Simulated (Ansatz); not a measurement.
Born–Oppenheimer molecular dynamics of F₃GeH₃S (8 atoms, charge 0, multiplicity 1). It starts at the highest image of a converged band. Of that band: Neighbouring images differ by up to 2.0 eV, so the band resolves the path poorly. A vibrational analysis at the climbing image gives one clearly imaginary mode, 1433i cm⁻¹: a first-order saddle point.

All numbers below come from Ansatz, RKS B3LYP-D4/def2-SVP.

* ensemble: NVE (velocity Verlet)
* time step: 0.5 fs
* steps asked: 200
* starting velocities drawn for: 100 K
* seed: 6956

First frame:

```xyz
8
Properties=species:S:1:pos:R:3
Ge -0.490 -0.491 -0.106
H 0.736 -0.482 1.206
F -0.176 -1.549 -1.433
F -1.312 -1.599 0.953
F -1.765 0.672 -0.255
H 1.220 0.186 0.636
S 1.214 1.122 -0.814
H 0.573 2.140 -0.188
```

Task: What does the run give?

Result: All steps were run.

```yaml
steps_done: 200
time_covered: 100 fs
mean_temperature_over_the_second_half: 2445 K
spread_of_the_potential_energy_over_the_second_half: 15.3 meV per atom
mean_potential_energy_of_the_second_half_above_the_start: -227.4 meV per atom
```

The conserved energy stayed within 0.055 meV per atom of its start (net change 0.012 meV per atom), so the integration is sound. The system heated up, since it started high on the potential surface and ran downhill. A run of 0.1 ps of so small a system gives no equilibrium averages. The orbitals stay closed-shell, which can raise the energy where a bond breaks towards radicals; this wasn't checked here.

Task: What happens to the structure?

Result: The step under study would form Ge1–S7, H2–H6 and break Ge1–H2, H6–S7. These pairs go: Ge1–S7 2.45 → 2.31 Å, H2–H6 1.00 → 0.74 Å, Ge1–H2 1.80 → 9.92 Å, H6–S7 1.73 → 10.49 Å. In the last frame they stand as after the step (other bonds may differ from the relaxed reactants and products). It ends as F3GeHS + H2. Pairs count as bonded within 1.25 times the sum of covalent radii (0.12 Å more for H–H). Another seed would give other details.

Task: How do temperature and energy run in time?

Result: 
```csv
time (fs),T (K),potential energy less start (eV),conserved less start (meV/atom)
0.0,100,0.000,0.00
8.0,65,0.027,0.01
16.0,491,-0.303,0.03
24.0,1584,-1.151,-0.02
32.0,1867,-1.370,0.01
40.0,2064,-1.523,0.00
48.0,2214,-1.639,-0.01
56.0,2304,-1.709,-0.01
64.0,2548,-1.899,-0.02
72.0,2691,-2.010,-0.01
80.0,2552,-1.902,0.00
88.0,2392,-1.778,0.01
96.0,2259,-1.674,0.01
```

The run took 11 min on 2 threads of Arm Neoverse V1, on a shared host, peak memory 0.26 GiB.
